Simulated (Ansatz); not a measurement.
FH₃N₂OW (`[NH]=[W](=[NH])([OH])[F]`). Charge 0, multiplicity 1. W: def2 effective core potential. Geometry: relaxed with PBE0-D4/def2-TZVP. It is one conformer, not always the lowest.

```xyz
8

N     0.608    0.308    1.378
W     0.245   -0.236   -0.240
N    -1.297   -1.045   -0.308
O     0.131    1.285   -1.363
F     1.582   -1.438   -0.774
H     0.425    0.415    2.363
H    -2.171   -1.422    0.020
H     0.477    2.133   -1.075
```

(1) What is the dipole moment at ωB97M-V/def2-TZVPP? (Estimate.)

(2) And with PBE, r2SCAN, B3LYP? (Best estimate.)

(3) Give the Mulliken charges with ωB97M-V, r2SCAN, B3LYP in def2-TZVPP. (Best estimate.)

## Answers

(1) Ansatz gave: 2.52 D, with components (-0.91, 1.66, 1.66) D in this frame, pointing from negative to positive charge.

(2) Computed: PBE 2.42 D, r2SCAN 2.47 D, B3LYP 2.53 D.

(3) Ansatz gave: 
```csv
atom,ωB97M-V,r2SCAN,B3LYP
N1,-0.42,-0.47,-0.44
W2,1.10,1.14,1.10
N3,-0.42,-0.48,-0.45
O4,-0.41,-0.44,-0.42
F5,-0.34,-0.34,-0.35
H6,0.15,0.18,0.17
H7,0.14,0.18,0.17
H8,0.20,0.22,0.21
```

B3LYP here is the variant with VWN-RPA as its local correlation; programs differ in this.
